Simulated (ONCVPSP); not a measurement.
**u(r) = r·R(r): atom against pseudo-atom (beryllium)**

Columns: radius, all-electron u(r) and pseudo u(r) of the 1s shell (level -106.21 eV) of beryllium in the configuration 1s2 2s2; PBE, scalar-relativistic, ONCV scheme, ONCVPSP 4.0.1.

```csv
r (bohr),all-electron,pseudo
0.042,0.5211,0.3354
0.085,0.8890,0.6567
0.128,1.1307,0.9360
0.170,1.2760,1.1545
0.212,1.3545,1.3118
0.255,1.3842,1.4087
0.298,1.3770,1.4462
0.340,1.3446,1.4348
0.382,1.2947,1.3871
0.425,1.2317,1.3131
0.467,1.1631,1.2273
0.510,1.0890,1.1343
0.552,1.0153,1.0444
0.595,0.9403,0.9568
0.638,0.8673,0.8753
0.680,0.7986,0.8019
0.722,0.7333,0.7343
0.765,0.6701,0.6702
0.807,0.6122,0.6121
0.850,0.5568,0.5568
0.892,0.5067,0.5066
0.935,0.4592,0.4591
0.977,0.4164,0.4164
1.020,0.3762,0.3762
1.062,0.3403,0.3403
1.105,0.3068,0.3068
```

Q: How many radial nodes do the two functions have?

A: The all-electron 1s function has n − l − 1 = 0; the pseudo-wave has 0.

Q: At about which radius was the pseudo-wave matched?

A: 0.85 bohr. The columns agree to 0.0005 from 0.77 bohr on; several derivatives are matched, so the curves merge somewhat inside the radius.

Q: Is the pseudo-wave norm-conserving?

A: Yes: the ONCV scheme keeps the norm inside the radius equal to the all-electron one, which fixes the energy derivative of the logarithmic derivative at the level.
